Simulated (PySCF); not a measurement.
**Shapes and spin states of GeF₂**

These are results of PBE0/[Ge def2-TZVP, F def2-TZVP], no relativity, density fitting, PySCF, not measurements.

Relaxations began from a few typed shapes and spin states; open shells are unrestricted. The search is not exhaustive: other isomers or separated fragments can lie lower, and high-lying points may rest on an excited occupation.

Q: Which is the lowest minimum found?
A. singlet D∞h: Ge–F 1.831 Å (×2); F–Ge–F 180.0°
B. triplet C2v: Ge–F 1.738 Å (×2); F–Ge–F 113.8°
C. singlet C2v: Ge–F 1.745 Å (×2); F–Ge–F 97.1°

A: C. The others lie at 176.5 (singlet D∞h, a saddle point), 331.7 (triplet C2v) kJ/mol above it.

Counting electrons, germanium keeps 2 of its valence electrons outside its bonds, so the VSEPR class is AX2E1 and the expected shape is bent (C2v), as computed.
